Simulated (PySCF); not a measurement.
## BeN at PBE0

Computed with PBE0; basis Be def2-TZVP, N def2-TZVP; no relativity; PySCF 2.14.

| Item | Value |
| --- | --- |
| state | ⁴Σ⁻ (quartet), unpaired electrons σ ↑, π ↑↑ |
| bond length | 160.5 pm |
| harmonic wavenumber | 944 cm⁻¹ |
| force constant | 2.88 mdyn/Å |
| rotational constant Be | 1.194 cm⁻¹ |
| anharmonicity ωexe | 9.56 cm⁻¹ |
| vibration–rotation constant αe | 0.0168 cm⁻¹ |
| well depth De to Be + N | 194 kJ/mol |
| dissociation energy D0 | 188 kJ/mol |
| bond order (Mayer) | 1.25 |
| dipole moment (positive dipole means Be(−)N(+)) | -1.32 D |

The state is the lowest determinant that a PBE0 search found; another state may lie lower at other levels.
